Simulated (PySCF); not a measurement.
C3H4FNSSi, SMILES Fc1scnc1[SiH3].

Geometry: ωB97X-D3(BJ)/def2-SVP. This is a generated structure with no PubChem entry under its InChIKey; it may be hypothetical.

These are ωB97X-D3(BJ)/def2-SVP run with PySCF 2.14.0 values and carry that method's errors.

Frequencies are harmonic and unscaled.

Q: Give all harmonic wavenumbers and intensities. (The exact figures need the calculation; the answer reports its results.)

A: 
```tsv
mode	ν (cm⁻¹)	IR (km/mol)	moving atoms (share of kinetic energy)
1	75	0.0	H 96 %
2	139	2.1	S 27 %, C 21 %, N 18 %, Si 12 %, H 11 %, F 10 %
3	156	0.6	F 31 %, Si 27 %, C 16 %, H 15 %, N 10 %
4	296	0.0	C 58 %, F 22 %, H 12 %
5	364	9.1	F 36 %, Si 26 %, C 15 %, S 9 %
6	424	6.8	S 43 %, Si 33 %, F 11 %
7	543	1.3	C 68 %, N 15 %
8	590	15.1	F 35 %, S 20 %, C 19 %, H 13 %, N 9 %
9	603	25.6	H 48 %, C 24 %, N 23 %
10	654	28.5	H 63 %, S 13 %, Si 11 %
11	740	36.1	C 50 %, H 35 %, N 10 %
12	746	1.1	N 41 %, C 18 %, S 18 %, F 18 %
13	838	6.8	H 78 %, C 22 %
14	855	22.3	C 69 %, S 17 %, H 10 %
15	924	223.2	H 48 %, C 38 %, N 11 %
16	953	133.6	H 54 %, C 26 %, Si 11 %
17	960	54.1	H 97 %
18	966	52.3	H 97 %
19	1213	9.2	C 52 %, H 36 %
20	1295	79.7	C 47 %, H 30 %, N 13 %, F 10 %
21	1366	44.3	C 67 %, H 15 %, N 13 %
22	1565	76.8	C 54 %, N 43 %
23	1629	120.7	C 92 %
24	2272	113.7	H 96 %
25	2272	85.3	H 99 %
26	2276	99.9	H 96 %
27	3245	0.1	H 91 %, C 9 %
```
